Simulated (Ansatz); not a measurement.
Start from `BB(C)O` and change one atom or group to get `BB(O)S`.

Ansatz, PBE0-D4/def2-TZVP geometries, multiplicity 1. Each molecule was computed in one conformer, which needn't be the lowest.

```
                                                                                  property  `BB(C)O`
                                                      HOMO–LUMO gap (PBE0/def2-TZVPP) / eV      5.77
                                                       HOMO energy (B3LYP/def2-TZVPP) / eV     -7.49
                                                     LUMO energy (ωB97M-V/def2-TZVPP) / eV      0.00
ideal-gas entropy at 298 K and 1 bar (rigid rotor, harmonic PBE0-D4/def2-TZVP) / J/(mol·K)       315
                                                     HOMO–LUMO gap (B3LYP/def2-TZVPP) / eV      5.36
                                                        HOMO energy (PBE0/def2-TZVPP) / eV     -7.66
```

(1) Give the same properties after the change, and the shifts. (Best estimate.)

Results:

(1) Computed: 
```json
{"property": "HOMO–LUMO gap (PBE0/def2-TZVPP) / eV", "`BB(O)S`": "5.51", "shift": "-0.26"}
{"property": "HOMO energy (B3LYP/def2-TZVPP) / eV", "`BB(O)S`": "-7.42", "shift": "0.07"}
{"property": "LUMO energy (ωB97M-V/def2-TZVPP) / eV", "`BB(O)S`": "-0.26", "shift": "-0.26"}
{"property": "ideal-gas entropy at 298 K and 1 bar (rigid rotor, harmonic PBE0-D4/def2-TZVP) / J/(mol·K)", "`BB(O)S`": "319", "shift": "4"}
{"property": "HOMO–LUMO gap (B3LYP/def2-TZVPP) / eV", "`BB(O)S`": "5.05", "shift": "-0.31"}
{"property": "HOMO energy (PBE0/def2-TZVPP) / eV", "`BB(O)S`": "-7.68", "shift": "-0.02"}
```

The zero-point energy changes by -70.1 kJ/mol with -6 modes. Modes under 60 cm⁻¹, often nearly free rotors, make the harmonic entropy too high.

B3LYP here is the variant with VWN-RPA as its local correlation; programs differ in this.
